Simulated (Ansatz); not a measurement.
Geometry optimisation, RKS CAM-B3LYP-D4/def2-SVP (Ansatz 0.2.0).

Input file:

```yaml
crystal:
  periodic: [false, false, false]
  atoms:
    - { symbol: Ga, position_ang: [0.187839, -0.725785, -1.450428] }
    - { symbol: H, position_ang: [0.760395, 0.299877, 1.064457] }
    - { symbol: H, position_ang: [1.427117, 0.091303, 0.896398] }
    - { symbol: "N", position_ang: [-1.45435, -0.036472, -0.890258] }
    - { symbol: H, position_ang: [-2.203109, -0.577446, -0.461611] }
    - { symbol: H, position_ang: [-1.711792, 0.948524, -0.887058] }
basis:
  gaussian: { orbitals: def2-SVP }
hamiltonian:
  xc: cam_b3lyp
  dispersion: d4
relax:
  f_tol: 0.03
  max_steps: 50
output:
  orbitals: {}
```

Run as:

```bash
$ ansatz run input.yaml --threads 2 --pin off --max-ram 3072MiB --backend cpu --events-out ev --progress --plain --runs-dir out
```

**Question.** Where does it end, and by what steps?

**Answer.** The run converged. The force dipped under the threshold on the way, but the program's further checks kept it going. After 14 steps the energy has fallen by 0.179 eV; Ga1 moved furthest, 1.25 Å.

| step | energy less start (eV) | largest force component (eV/Å) | accepted |
| --- | --- | --- | --- |
| 0 | 0.0000 | 1.688 | yes |
| 1 | -0.0913 | 0.171 | yes |
| 2 | -0.1060 | 0.165 | yes |
| 3 | -0.1180 | 0.261 | yes |
| 4 | -0.1246 | 0.440 | yes |
| 5 | -0.1421 | 0.069 | yes |
| 6 | -0.0719 | 1.609 | no |
| 7 | -0.1509 | 0.172 | yes |
| 8 | -0.1546 | 0.532 | yes |
| 9 | -0.1685 | 0.152 | yes |
| 10 | -0.1751 | 0.042 | yes |
| 11 | -0.1641 | 0.689 | no |
| 12 | -0.1783 | 0.010 | yes |
| 13 | -0.1785 | 0.166 | yes |
| 14 | -0.1792 | 0.029 | yes |

```xyz
6
Properties=species:S:1:pos:R:3
Ga -0.558 -0.962 -2.424
H 0.614 0.270 0.945
H 1.077 0.422 1.537
N -1.207 -0.095 -0.902
H -1.660 -0.549 -0.109
H -1.260 0.915 -0.776
```

Whether the end is a true minimum wasn't checked by a vibrational analysis.

Time of the run: 21 s on 2 threads of Arm Neoverse V1, on a shared host, peak memory 0.13 GiB.
